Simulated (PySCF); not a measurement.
Exercise with solution: entropy of an ideal gas

BHI2, SMILES IBI.

The structure is a stationary point at B3LYP-D3(BJ)/def2-SVP. The def2 effective core potentials stand for the cores of I; spin–orbit coupling is left out.

B3LYP-D3(BJ)/def2-SVP run with PySCF gives the harmonic wavenumbers 124, 497, 660, 693, 980, 2689 cm⁻¹ and the rotational temperatures 1.5818, 0.0275, 0.0270 K. The molar mass is 265.63 g/mol, the symmetry number 2, the spin multiplicity 1.

Question: Work out the entropy at 298.15 K and 1 atm in the rigid-rotor, harmonic-oscillator model.

Answer: 
Translation (Sackur–Tetrode at 1 atm): S = R[1.5 ln M + 2.5 ln T − 1.16487] = 178.4 J/(mol K).
Rotation: q = (√π/σ) T^1.5/√(θA θB θC) = 133000, S = R[ln q + 3/2] = 110.6 J/(mol K).
Vibration: with u = 1.4388 ν/T, each mode gives R[u/(e^u − 1) − ln(1 − e^−u)]:
| ν (cm⁻¹) | modes | u | S (J/(mol K)) |
|---|---|---|---|
| 124 | 1 | 0.60 | 12.71 |
| 497 | 1 | 2.40 | 2.79 |
| 660 | 1 | 3.18 | 1.49 |
| 693 | 1 | 3.34 | 1.32 |
| 980 | 1 | 4.73 | 0.42 |
The stiffer modes add less than 0.005 each. Sum 18.7 J/(mol K).
Spin: R ln 1 = 0.0 J/(mol K).
Total 307.7 J/(mol K); the program's own thermochemistry gives 307.7. Translation makes up 58 % and vibration 6 %. Anharmonicity, hindered rotation and orbital degeneracy are left out.
